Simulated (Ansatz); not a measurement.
`C[O][Al]([NH2])[Cl]` + `[GaH2][GeH3]` → `C[O][AlH][NH2]` + `[Cl][GaH][GeH3]`  (redistribution)

Gas-phase electronic energies from Ansatz, PBE0-D4/def2-TZVP geometries. CCSD(T)/CBS is the MP2 limit (def2-TZVPP, def2-QZVPP) plus CCSD(T) − MP2 in def2-TZVPP, frozen cores. This one scheme is used for every species. For Ga, Ge outer-core shells are correlated without core-valence functions, which leaves a few kJ/mol of doubt a bond. Scalar relativity is left out up to krypton. Each species was taken in one conformer, which may not be the lowest.

`C[O][Al]([NH2])[Cl]`:

Z-matrix (Å, degrees):
```
C
O 1 1.398
H 1 1.096 2 112.4
H 1 1.095 2 110.0 3 120.6
H 1 1.095 2 110.0 3 -120.6
Al 2 1.674 1 135.8 3 -0.9
Cl 6 2.095 2 120.1 1 -0.0
N 6 1.750 2 120.2 1 180.0
H 8 1.006 6 124.6 2 -0.0
H 8 1.006 6 124.3 2 180.0
```

`[GaH2][GeH3]`:

Z-matrix (Å, degrees):
```
Ge
Ga 1 2.444
H 1 1.540 2 112.6
H 1 1.543 2 109.4 3 -118.6
H 1 1.540 2 113.0 3 122.3
H 2 1.572 1 120.3 3 33.0
H 2 1.572 1 120.7 3 -148.2
```

`C[O][AlH][NH2]`:

Z-matrix (Å, degrees):
```
C
O 1 1.395
H 1 1.096 2 110.3
H 1 1.098 2 112.7 3 120.6
H 1 1.096 2 110.3 3 -118.9
Al 2 1.687 1 134.7 3 -120.0
N 6 1.761 2 117.3 1 179.8
H 6 1.579 2 121.5 1 -0.3
H 7 1.007 6 125.2 2 -0.0
H 7 1.006 6 124.2 2 179.9
```

`[Cl][GaH][GeH3]`:

```xyz
7

Cl    1.984   -2.089    0.292
Ga    1.350   -0.047   -0.003
Ge   -1.066    0.255   -0.027
H     2.534    0.963   -0.164
H    -1.674   -0.540   -1.194
H    -1.669   -0.274    1.283
H    -1.459    1.733   -0.187
```

| species | CCSD(T)/CBS(def2) energy (Eh) |
| --- | --- |
| `C[O][Al]([NH2])[Cl]` | -872.89306 |
| `[GaH2][GeH3]` | -4003.03316 |
| `C[O][AlH][NH2]` | -413.63070 |
| `[Cl][GaH][GeH3]` | -4462.28367 |

Question: Work out ΔE.

Answer: ΔE = (-413.63070) + (-4462.28367) − (-872.89306) − (-4003.03316) = 0.01185 Eh = +7.4 kcal/mol.

Largest T1 diagnostic among the species: 0.013.

From PBE to PBE0 (25 % exact exchange), in def2-TZVPP and without D4, ΔE moves by +0.9 kcal/mol. Leaving LDA and LC-ωPBE aside and taking each functional with its dispersion term where it has one, the values, not all of them listed here, spread over 1.9 kcal/mol, from BLYP-D4 to r2SCAN0-D4. At CCSD(T), def2-SVP lies −1.2 kcal/mol from the extrapolated value and def2-TZVPP −0.0 kcal/mol.
